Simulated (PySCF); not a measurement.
# Working out the ionisation energy of Ar²⁺

Ar²⁺ [Ne] 3s2 3p4 (3P) → Ar³⁺ [Ne] 3s2 3p3 (4S). All numbers are calculated (PySCF 2.14, the non-relativistic Hamiltonian (point nucleus), in aug-cc-pV(T+d)Z with one added diffuse shell each of s, p, d, f type (7s6p5d3f, 71 functions)). Frozen: [Ne]. Energies in hartree (1 hartree = 27.21139 eV):

```json
{"part": "UHF", "Ar²⁺ (lower)": "-525.309120", "Ar³⁺ (upper)": "-523.861133"}
{"part": "MP2 opposite-spin", "Ar²⁺ (lower)": "-0.102079", "Ar³⁺ (upper)": "-0.075483"}
{"part": "MP2 same-spin", "Ar²⁺ (lower)": "-0.030147", "Ar³⁺ (upper)": "-0.026997"}
```

Q: What does Hartree-Fock give?

A: (-523.861133) − (-525.309120) = 1.447987 hartree = 39.402 eV.

Q: What do MP2 and SCS-MP2 (6/5 opposite-spin, 1/3 same-spin) give?

A: The opposite-spin parts differ by 0.724 eV and the same-spin parts by 0.086 eV. MP2: 39.402 + (0.724) + (0.086) = 40.212 eV. SCS-MP2: 39.402 + 1.2 × (0.724) + (0.086)/3 = 40.299 eV.

A first-order spin-orbit estimate adds 0.062 eV to MP2 (valence), giving 40.274 eV against 40.735 ± 0.012 eV (semi-empirical (NIST evaluation); NIST Atomic Spectra Database, ionization energies).

What remains against the reference includes basis incompleteness, the frozen core and correlation beyond second order.
